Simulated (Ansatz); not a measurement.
`C[CH](C)[GeH3]` → 3 C• + Ge• + 10 H•  (atomization)

Gas-phase electronic energies from Ansatz, PBE0-D4/def2-TZVP geometries. CCSD(T)/CBS is the MP2 limit (def2-TZVPP, def2-QZVPP) plus CCSD(T) − MP2 in def2-TZVPP, frozen cores. This one scheme is used for every species, atoms too. DFT in def2-TZVPP. No spin–orbit coupling; open shells (•) take unrestricted orbitals. Spin–orbit coupling would lower the free atoms: a little for C; clearly for Ge. Bonds to Ge are less sure, by a few kJ/mol each and by 10 to 20 or more in all where they break to atoms, as the def2 sets lack core-valence functions. Scalar relativity is left out up to krypton.

(1) What is ΔE at CCSD(T)/CBS? (Best estimate.)

(2) What do these levels give: r2SCAN-D4, CAM-B3LYP-D4, PBE, r2SCANh, MP2/def2-QZVPP, HF/CBS(def2)? (Best estimate.)

Largest T1 diagnostic among the species: 0.010.

Results:

(1) The calculation gave: +1187.1 kcal/mol.

(2) The calculation gave: r2SCAN-D4 1185.8, CAM-B3LYP-D4 1188.8, PBE 1186.7, r2SCANh 1180.9, MP2/def2-QZVPP 1178.2, HF/CBS(def2) 898.7 kcal/mol.

Leaving LDA and LC-ωPBE aside and taking each functional with its dispersion term where it has one, the values, not all of them listed here, spread over 29.1 kcal/mol, from BHLYP-D4 to PBE-D4. LDA lies +144.1 kcal/mol from PBE without D4, its usual overbinding. From PBE to PBE0 (25 % exact exchange), in def2-TZVPP and without D4, ΔE moves by −6.9 kcal/mol: exact exchange takes away binding that semilocal exchange gives to molecules. In def2-TZVPP, CCSD(T) changes the Hartree–Fock value by +267.0 kcal/mol (the triples alone add +12.0 kcal/mol) and MP2 by +267.3 kcal/mol; breaking electron pairs costs correlation energy, which Hartree–Fock lacks.

For atomizations the MP2-based limit and the directly extrapolated one differ by several kJ/mol either way, and by 10 to 25 for some Ge, Se and Sn compounds, so smaller differences from it don't rank the levels.
